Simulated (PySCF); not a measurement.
**He: excitation energy**

He 1s2 (1S) → He 1s1 2p1, s spin flipped, as a difference of total energies. All numbers are calculated (PySCF 2.14, scalar relativity by spin-free X2C-1e, in aug-cc-pVQZ-DK). Correlated levels: valence: nothing frozen. The calculations carry no spin-orbit coupling.

```tsv
method	excitation energy (cm⁻¹)
UHF	182470
MP2 (valence)	189250
SCS-MP2 (valence)	190610
```

The upper determinant mixes two multiplicities, so it lies between the two terms.

The promoted electron is Rydberg-like, and one or two diffuse shells describe it only roughly, which tends to raise the upper state.

The coupled-cluster amplitudes are large for the upper state (T1 above 0.03 or a double amplitude above 0.15), so a single reference is strained.
